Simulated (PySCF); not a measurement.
Cl$_{4}$OW, charge +1, doublet, at a GFN2-xTB geometry (such geometries of metal compounds can be far from the true shape) (the multiplicity is a formal guess) (core potentials on W); DF-SVWN5/def2-SVP (PySCF).

Here is a job for PySCF.
```python
from pyscf import gto, scf, dft

mol = gto.Mole()
mol.atom = '''
    W     0.193124   -0.178957   -0.031959
    O     1.598712   -0.521249   -0.858230
    Cl    0.552707   -0.371550    2.094302
    Cl   -1.179723    1.025600   -1.593287
    Cl   -1.188584   -1.829558   -0.263852
    Cl    0.222607    2.199791    0.305827
'''
mol.basis = 'def2-svp'
mol.ecp = {'W': 'def2-svp'}
mol.charge = 1
mol.spin = 1
mol.verbose = 4
mol.build()

mf = dft.UKS(mol)
mf.xc = 'lda,vwn'
mf.init_guess = 'sap'
mf = mf.density_fit(auxbasis='def2-universal-jkfit')
mf.kernel()
mf.analyze()
```

Output, abridged:

```
PySCF version 2.14.0

[INPUT] verbose = 4
[INPUT] num. atoms = 6
[INPUT] num. electrons = 89
[INPUT] charge = 1
[INPUT] spin (= nelec alpha-beta = 2S) = 1
[INPUT] symmetry False subgroup None
[INPUT] Mole.unit = angstrom
[INPUT] Symbol           X                Y                Z      unit          X                Y                Z       unit  Magmom
[...]
nuclear repulsion = 619.591802860997
number of shells = 50
number of NR pGTOs = 225
number of NR cGTOs = 118
basis = def2-svp
ecp = {'W': 'def2-svp'}

******** <class 'pyscf.df.df_jk.DFUKS'> ********
method = DFUKS
initial guess = sap
damping factor = 0
level_shift factor = 0
DIIS = <class 'pyscf.scf.diis.CDIIS'>
diis_start_cycle = 1
diis_space = 8
diis_damp = 0
SCF conv_tol = 1e-09
SCF conv_tol_grad = None
SCF max_cycles = 50
direct_scf = False
number electrons alpha = 45  beta = 44
XC library pyscf.dft.libxc version 7.1.2
    S. Lehtola, C. Steigemann, M. J. T. Oliveira, and M. A. L. Marques,  SoftwareX 7, 1–5 (2018)
XC functionals = lda,vwn
    P. A. M. Dirac,  Math. Proc. Cambridge Philos. Soc. 26, 376 (1930)
    F. Bloch,  Z. Phys. 57, 545 (1929)
    S. H. Vosko, L. Wilk, and M. Nusair,  Can. J. Phys. 58, 1200 (1980)
radial grids:
    Treutler-Ahlrichs [JCP 102, 346 (1995); DOI:10.1063/1.469408] (M4) radial grids

becke partition: Becke, JCP 88, 2547 (1988); DOI:10.1063/1.454033
pruning grids: <function nwchem_prune>
grids dens level: 3
symmetrized grids: False
atomic radii adjust function: <function treutler_atomic_radii_adjust>
small_rho_cutoff = 0
Set gradient conv threshold to 3.16228e-05
Initial guess from superposition of atomic potentials (doi:10.1021/acs.jctc.8b01089)
This is the Gaussian fit version as described in doi:10.1063/5.0004046.
Found SAP basis sapgrasplarge

WARN: SAP basis coefficients must be equal or closeto total electronic charge: -150.0 !≃ 89
Check fails with value 61.0

tot grids = 113912
init E= -1861.84068171794

cycle= 1 E= -1858.34841386555  delta_E= 3.49  |g|= 8.35  |ddm|= 59.5

cycle= 2 E= -1845.78757305915  delta_E= 12.6  |g|= 6.39  |ddm|= 33.7
cycle= 3 E= -1927.59022651511  delta_E= -81.8  |g|= 6.37  |ddm|= 19.6
cycle= 4 E= -1959.72032102615  delta_E= -32.1  |g|= 4.93  |ddm|= 9.11
cycle= 5 E= -1956.3616304973  delta_E= 3.36  |g|= 4.57  |ddm|=  5.6
cycle= 6 E= -1963.32788090895  delta_E= -6.97  |g|= 4.32  |ddm|= 2.97
cycle= 7 E= -1962.16669266754  delta_E= 1.16  |g|=  4.4  |ddm|= 0.527
cycle= 8 E= -1961.52420705278  delta_E= 0.642  |g|= 4.41  |ddm|= 0.508
cycle= 9 E= -1965.74444809295  delta_E= -4.22  |g|= 4.09  |ddm|= 1.77
cycle= 10 E= -1967.68886238122  delta_E= -1.94  |g|= 3.78  |ddm|= 0.548
cycle= 11 E= -1914.43006739037  delta_E= 53.3  |g|= 7.86  |ddm|= 12.6
cycle= 12 E= -1972.5663491438  delta_E= -58.1  |g|= 2.14  |ddm|= 11.4
cycle= 13 E= -1963.24578658239  delta_E= 9.32  |g|= 4.18  |ddm|= 5.37
cycle= 14 E= -1975.62973196549  delta_E= -12.4  |g|= 0.657  |ddm|= 4.35
cycle= 15 E= -1975.26348229851  delta_E= 0.366  |g|= 1.12  |ddm|= 1.22
cycle= 16 E= -1975.7876619735  delta_E= -0.524  |g|= 0.238  |ddm|= 0.824
cycle= 17 E= -1975.80946479681  delta_E= -0.0218  |g|= 0.104  |ddm|= 0.161
cycle= 18 E= -1975.81358875151  delta_E= -0.00412  |g|= 0.0637  |ddm|= 0.11
cycle= 19 E= -1975.81479781898  delta_E= -0.00121  |g|= 0.0372  |ddm|= 0.0839
cycle= 20 E= -1975.81504702794  delta_E= -0.000249  |g|= 0.0311  |ddm|= 0.0781
cycle= 21 E= -1975.81571625917  delta_E= -0.000669  |g|= 0.00482  |ddm|= 0.0412
cycle= 22 E= -1975.81572474705  delta_E= -8.49e-06  |g|= 0.0014  |ddm|= 0.00413
cycle= 23 E= -1975.81572550144  delta_E= -7.54e-07  |g|= 0.000828  |ddm|= 0.00255
cycle= 24 E= -1975.81572579886  delta_E= -2.97e-07  |g|= 0.000422  |ddm|= 0.00143
cycle= 25 E= -1975.81572590849  delta_E= -1.1e-07  |g|= 4.17e-05  |ddm|= 0.000552
cycle= 26 E= -1975.81572590942  delta_E= -9.25e-10  |g|= 1.94e-05  |ddm|= 6.87e-05
Extra cycle  E= -1975.81572590857  delta_E= 8.54e-10  |g|= 4.58e-05  |ddm|= 6.72e-05
converged SCF energy = -1975.81572590857  <S^2> = 0.75182586  2S+1 = 2.001825
**** SCF Summaries ****
Total Energy =                       -1975.815725908565582
Nuclear Repulsion Energy =             619.591802860996836
One-electron Energy =                -3972.589037670573816
Two-electron Energy =                 1377.181508901011284
Two-electron Coulomb Energy =         1499.375798823776222
DFT Exchange-Correlation Energy =     -122.194289922764995
**** MO energy ****
                             alpha | beta                alpha | beta
[...]
spin_pop of  0 W 5s       -0.00000
spin_pop of  0 W 6s       -0.00266
spin_pop of  0 W 7s       -0.00032
spin_pop of  0 W 8s       -0.00006
spin_pop of  0 W 9s       -0.00005
spin_pop of  0 W 10s       -0.00004
spin_pop of  0 W 5px       0.00148
spin_pop of  0 W 5py       0.00080
spin_pop of  0 W 5pz       0.00274
spin_pop of  0 W 6px      -0.00046
spin_pop of  0 W 6py      -0.00031
spin_pop of  0 W 6pz      -0.00050
spin_pop of  0 W 7px       0.00027
spin_pop of  0 W 7py       0.00002
spin_pop of  0 W 7pz       0.00051
spin_pop of  0 W 5dxy     -0.00158
spin_pop of  0 W 5dyz     -0.00124
spin_pop of  0 W 5dz^2    -0.00245
spin_pop of  0 W 5dxz     -0.00174
spin_pop of  0 W 5dx2-y2   -0.00217
spin_pop of  0 W 6dxy     -0.00030
spin_pop of  0 W 6dyz     -0.00014
spin_pop of  0 W 6dz^2    -0.00019
spin_pop of  0 W 6dxz     -0.00075
spin_pop of  0 W 6dx2-y2   -0.00065
spin_pop of  0 W 5f-3      0.00001
spin_pop of  0 W 5f-2     -0.00001
spin_pop of  0 W 5f-1     -0.00009
spin_pop of  0 W 5f+0     -0.00007
spin_pop of  0 W 5f+1     -0.00010
spin_pop of  0 W 5f+2     -0.00009
spin_pop of  0 W 5f+3     -0.00001
spin_pop of  1 O 1s       -0.00000
spin_pop of  1 O 2s       -0.00003
spin_pop of  1 O 3s       -0.00005
spin_pop of  1 O 2px       0.00085
spin_pop of  1 O 2py      -0.00054
spin_pop of  1 O 2pz       0.00119
spin_pop of  1 O 3px      -0.00002
spin_pop of  1 O 3py      -0.00003
spin_pop of  1 O 3pz      -0.00004
spin_pop of  1 O 3dxy     -0.00000
spin_pop of  1 O 3dyz     -0.00000
spin_pop of  1 O 3dz^2    -0.00000
spin_pop of  1 O 3dxz     -0.00000
spin_pop of  1 O 3dx2-y2   -0.00000
spin_pop of  2 Cl 1s        0.00000
spin_pop of  2 Cl 2s        0.00000
spin_pop of  2 Cl 3s        0.00001
spin_pop of  2 Cl 4s       -0.00001
spin_pop of  2 Cl 2px       0.00000
spin_pop of  2 Cl 2py       0.00000
spin_pop of  2 Cl 2pz       0.00000
spin_pop of  2 Cl 3px       0.00210
spin_pop of  2 Cl 3py       0.01406
spin_pop of  2 Cl 3pz       0.00015
spin_pop of  2 Cl 4px      -0.00002
spin_pop of  2 Cl 4py      -0.00002
spin_pop of  2 Cl 4pz       0.00000
spin_pop of  2 Cl 3dxy     -0.00001
spin_pop of  2 Cl 3dyz     -0.00001
spin_pop of  2 Cl 3dz^2     0.00000
spin_pop of  2 Cl 3dxz     -0.00001
spin_pop of  2 Cl 3dx2-y2   -0.00000
spin_pop of  3 Cl 1s       -0.00000
spin_pop of  3 Cl 2s       -0.00001
spin_pop of  3 Cl 3s        0.00192
spin_pop of  3 Cl 4s       -0.00010
spin_pop of  3 Cl 2px       0.00001
spin_pop of  3 Cl 2py       0.00002
spin_pop of  3 Cl 2pz       0.00001
spin_pop of  3 Cl 3px       0.08387
spin_pop of  3 Cl 3py       0.26669
spin_pop of  3 Cl 3pz       0.13536
spin_pop of  3 Cl 4px       0.00006
spin_pop of  3 Cl 4py       0.00024
spin_pop of  3 Cl 4pz       0.00007
spin_pop of  3 Cl 3dxy     -0.00005
spin_pop of  3 Cl 3dyz      0.00005
spin_pop of  3 Cl 3dz^2    -0.00001
spin_pop of  3 Cl 3dxz      0.00004
spin_pop of  3 Cl 3dx2-y2    0.00007
spin_pop of  4 Cl 1s        0.00000
spin_pop of  4 Cl 2s        0.00000
spin_pop of  4 Cl 3s        0.00001
spin_pop of  4 Cl 4s        0.00002
spin_pop of  4 Cl 2px      -0.00000
spin_pop of  4 Cl 2py       0.00000
spin_pop of  4 Cl 2pz       0.00000
spin_pop of  4 Cl 3px      -0.00115
spin_pop of  4 Cl 3py       0.00499
spin_pop of  4 Cl 3pz       0.01244
spin_pop of  4 Cl 4px      -0.00005
spin_pop of  4 Cl 4py      -0.00004
spin_pop of  4 Cl 4pz       0.00002
spin_pop of  4 Cl 3dxy      0.00000
spin_pop of  4 Cl 3dyz     -0.00002
spin_pop of  4 Cl 3dz^2    -0.00000
spin_pop of  4 Cl 3dxz      0.00000
spin_pop of  4 Cl 3dx2-y2   -0.00001
spin_pop of  5 Cl 1s       -0.00000
spin_pop of  5 Cl 2s       -0.00001
spin_pop of  5 Cl 3s        0.00192
spin_pop of  5 Cl 4s       -0.00017
spin_pop of  5 Cl 2px       0.00001
spin_pop of  5 Cl 2py      -0.00000
spin_pop of  5 Cl 2pz       0.00002
spin_pop of  5 Cl 3px       0.15991
spin_pop of  5 Cl 3py       0.01212
spin_pop of  5 Cl 3pz       0.31384
spin_pop of  5 Cl 4px       0.00011
spin_pop of  5 Cl 4py       0.00003
spin_pop of  5 Cl 4pz       0.00026
spin_pop of  5 Cl 3dxy     -0.00008
spin_pop of  5 Cl 3dyz     -0.00005
spin_pop of  5 Cl 3dz^2     0.00003
spin_pop of  5 Cl 3dxz      0.00020
spin_pop of  5 Cl 3dx2-y2    0.00002
In total            45.00000 | 44.00000

WARN: System has nonzero charge 1; the dipole moment is origin-dependent.
Location of origin: [0. 0. 0.]

Dipole moment(X, Y, Z, Debye): -1.45604,  0.38896,  0.83489
```
